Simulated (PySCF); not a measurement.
An unknown is described by computed data only.

Formula: C8H13P.

- Dipole: 1.48 D [CAM-B3LYP/def2-SVPD]
- Triplet: lowest triplet excitation (Tamm–Dancoff): 3.77 eV [TDA CAM-B3LYP/def2-SVPD]
- NMR, other nuclei: isotropic shieldings of nuclei other than C and H, by class: 351 (1 P) ppm [GIAO PBE/pcSseg-1]
- UV, first state: lowest singlet excitation: 4.83 eV (257 nm, f = 0.020) [TDDFT CAM-B3LYP/def2-SVPD]
- UV, strongest line: among the 10 lowest singlet transitions: S2 at 5.55 eV (223 nm, f = 0.246) [TDDFT CAM-B3LYP/def2-SVPD]
- Polarisability: 119.3 au [CAM-B3LYP/def2-SVPD]
- Valence photoelectron: vertical ionisation energy: 7.74 eV [ΔSCF CAM-B3LYP/def2-SVPD]
- Rotational structure: rotational constants A, B, C: 2.456, 0.994, 0.931 GHz [PBE0-D3(BJ)/def2-SVP]
- 13C NMR: chemical shifts (computed TMS as zero) by class: 137.1 (2 C), 128.4 (2 C), 35.6 (1 C), 34.2 (1 C), 21.5 (2 C) ppm [GIAO PBE/pcSseg-1]

Electronic properties: PySCF, gas phase, density fitting. Levels stand in brackets. Isolated species at its PBE0-D3(BJ)/def2-SVP geometry (one conformer only). Each NMR value is the plain mean over a class of atoms that symmetry, rotation or inversion makes alike.

Problem. Give a SMILES that accounts for the data.

Solution. Numbering: `[CH3:1][CH:2]([CH3:3])[P:4]1[CH:5]=[CH:6][CH2:7][CH:8]=[CH:9]1`. 8 carbons fall into 5 classes; from least to most shielded: alkene CH carbon [C6/C8] (137.1 ppm, 2 C), alkene CH carbon [C5/C9] (128.4 ppm, 2 C, up to 4.9 ppm apart in this geometry), allylic carbon [C7] (35.6 ppm), chain sp3 carbon bound to phosphorus [C2] (34.2 ppm), methyl carbon [C1/C3] (21.5 ppm, 2 C). The other shieldings belong to: 351 ppm, phosphine phosphorus [P4]. The first electron is taken from the HOMO, whose largest Löwdin shares are 0.40 on the phosphine phosphorus, 0.10 on each of 2 atoms of one kind (alkene CH carbon) and 0.09 on the sp3 carbon bound to phosphorus. The optimised geometry has point group C1 and is an asymmetric top. Structure: `CC(C)P1C=CCC=C1`. Computed isomers that give other values at the same levels: `C=CC1=C(C(C)C)P1C` (rotational constant A: 1.627 GHz; this holds for the one conformer computed); `C=CC1CP(C2CC2)C1` (lowest singlet excitation: 5.64 eV (220 nm, f = 0.031)); `CC1=CCCP1C1CC1` (rotational constant A: 2.047 GHz; this holds for the one conformer computed). The assignments are read from this structure; whether some other isomer fits the data as well wasn't checked.

Conformer computed: `[CH3:1][CH:2]([CH3:3])[P:4]1[CH:5]=[CH:6][CH2:7][CH:8]=[CH:9]1`: C1–C2–P4–C5 -77°.
